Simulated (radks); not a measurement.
The numbers below are computed, except where a source is named.
Question: Neutral technetium: order these configurations by energy. Level of theory: scalar-relativistic Kohn-Sham, PBEsol, spin-polarised, spherical densities, finite nucleus; Fermi nuclear charge, rms radius of each element as measured or else 0.836 A^(1/3) + 0.57 fm (a radial shooting solver on a logarithmic mesh with Libxc functionals). Open shells are filled with parallel spins first. [Kr] 4d4 5s2 5p1; [Kr] 4d5 5s1 5p1; [Kr] 4d5 5s2; [Kr] 4d6 5p1; [Kr] 4d6 5s1; [Kr] 4d7.

Answer: From the lowest, in eV above it: [Kr] 4d6 5s1 0.000; [Kr] 4d5 5s2 0.040; [Kr] 4d5 5s1 5p1 2.042; [Kr] 4d7 2.137; [Kr] 4d6 5p1 3.616; [Kr] 4d4 5s2 5p1 7.461.
